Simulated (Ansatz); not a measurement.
One change: `C=CC(C)F` becomes `BNC(C)F`.

Ansatz, PBE0-D4/def2-TZVP geometries, multiplicity 1. Each molecule was computed in one conformer, which needn't be the lowest.

```json
{"property": "HOMO–LUMO gap (B3LYP/def2-TZVPP) / eV", "`C=CC(C)F`": "7.33"}
{"property": "LUMO energy (ωB97M-V/def2-TZVPP) / eV", "`C=CC(C)F`": "2.20"}
{"property": "HOMO–LUMO gap (PBE/def2-TZVPP) / eV", "`C=CC(C)F`": "5.63"}
{"property": "HOMO energy (PBE/def2-TZVPP) / eV", "`C=CC(C)F`": "-6.50"}
{"property": "LUMO energy (PBE0/def2-TZVPP) / eV", "`C=CC(C)F`": "0.15"}
{"property": "size of the dipole moment (B3LYP/def2-TZVPP) / D", "`C=CC(C)F`": "1.77"}
```

(1) What does the change do to each property? (Best estimate.)

Results:

(1) The calculation gave: 
| property | `BNC(C)F` | shift |
| --- | --- | --- |
| HOMO–LUMO gap (B3LYP/def2-TZVPP) / eV | 8.06 | 0.73 |
| LUMO energy (ωB97M-V/def2-TZVPP) / eV | 1.65 | -0.55 |
| HOMO–LUMO gap (PBE/def2-TZVPP) / eV | 6.23 | 0.60 |
| HOMO energy (PBE/def2-TZVPP) / eV | -7.37 | -0.87 |
| LUMO energy (PBE0/def2-TZVPP) / eV | -0.18 | -0.33 |
| size of the dipole moment (B3LYP/def2-TZVPP) / D | 2.10 | 0.33 |

With PBE0 the HOMO falls by 1.08 eV and the LUMO falls by 0.33 eV, so the gap widens by about 0.75 eV. PBE moves the HOMO by -0.87 eV and ωB97M-V by -1.18 eV. Dipoles are sizes alone; their direction can turn.

Positive LUMOs are unbound, so they and the gaps depend on the basis.

B3LYP here is the variant with VWN-RPA as its local correlation; programs differ in this.
